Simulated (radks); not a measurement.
Values are calculated unless marked as measured or tabulated.
Valence configurations of C+ (all share [He]). Code: a radial shooting solver on a logarithmic mesh with Libxc functionals. Model: scalar-relativistic Kohn-Sham, r2SCAN, spin-polarised, spherical densities, finite nucleus; open shells are filled with parallel spins first; meta-GGA in the generalised Kohn-Sham scheme; Fermi nuclear charge, rms radius 2.4702 fm. Order these by energy: 2s1 2p2; 2s1.5 2p1.5; 2p3; 2s2 2p1; 2s0.5 2p2.5.

Answer. From the lowest, in eV above it: 2s2 2p1 0.000; 2s1.5 2p1.5 2.916; 2s1 2p2 4.188; 2s0.5 2p2.5 9.019; 2p3 13.802. NIST lists [He] 2s2 2p1 as the ground configuration; this level of theory agrees among the configurations tried. The energies are those of spherical high-spin densities, not of single terms.
